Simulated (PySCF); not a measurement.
## Static response to an electric field

Compound: C₅H₁₁OP.
Cartesian coordinates in Å at the GFN2-xTB level; atoms count from 1:
```xyz
18
C5H11OP angstrom
C     -1.5249   -1.5252    0.0013
P     -0.6282   -0.0051    0.4985
C     -1.6539    1.3828   -0.1209
O     -0.3533    0.0678    1.9380
C      0.8679    0.0159   -0.5402
C      2.0686   -0.6532    0.0599
C      2.0052    0.8335   -0.0043
H     -0.9174   -2.3816    0.2877
H     -2.4613   -1.5609    0.5550
H     -1.7223   -1.5518   -1.0657
H     -1.1263    2.3107    0.0915
H     -2.5922    1.3806    0.4309
H     -1.8482    1.3029   -1.1857
H      0.7215   -0.0367   -1.6104
H      1.9378   -1.1107    1.0301
H      2.7467   -1.1794   -0.5953
H      1.8329    1.3603    0.9232
H      2.6387    1.3565   -0.7052
```

Level: PBE0/def2-SVPD (PySCF), static field, nuclei fixed, core orbitals frozen in the response. The polarisability tensor in these axes (au):

```
x   92.66  0.42  0.29
y    0.42 83.08 -0.36
z    0.29 -0.36 74.12
```

Q: What are the eigenvalues, a third of the trace, and Δα (Δα² = ½Σ(αi − αj)² over the three pairs)?

A: Principal values 74.10, 83.08 and 92.68 au; mean 83.29 au = 12.34 Å³ = 13.73 × 10⁻⁴⁰ C²·m²/J; Δα = 16.09 au (19 % of the mean).

Q: What is the dipole moment, and where does it point?

A: (-0.47, -0.19, -4.05) D, 4.08 D in size, pointing from the negative to the positive side. Measured along this direction, the outermost atoms are O4 at the negative end and H14 at the positive end.

Q: How large is μ²/3kT at 350 K beside α?

A: In Gaussian units μ²/3kT = 114.96 Å³ against 12.34 Å³, a ratio of 9.31; the Debye molar polarisation (4π/3)N_A(α + μ²/3kT) is 321.1 cm³/mol, leaving out the vibrational part.

Q: What molar refraction does this α imply?

A: Lorentz–Lorenz: R = (4π/3)N_A α = 2.5225 cm³/(mol·Å³) × 12.34 Å³ = 31.1 cm³/mol, in the limit of long wavelengths.

Q: Refractivity n − 1 of an ideal gas of it at 350 K and 1 atm, from the electronic α?

A: N = p/kT = 2.0968 × 10¹⁹ cm⁻³, so n − 1 = 2π × N × 12.34 × 10⁻²⁴ cm³ = 1626 × 10⁻⁶ at long wavelengths.

The structure is a single GFN2-xTB conformer in the gas phase; no vibrational or solvent corrections.

These values come from a run that also computed excited states. Time: 63 s of wall time (with the writing of density and orbital grids). Hardware: one thread of an Arm Neoverse V1, shared host.
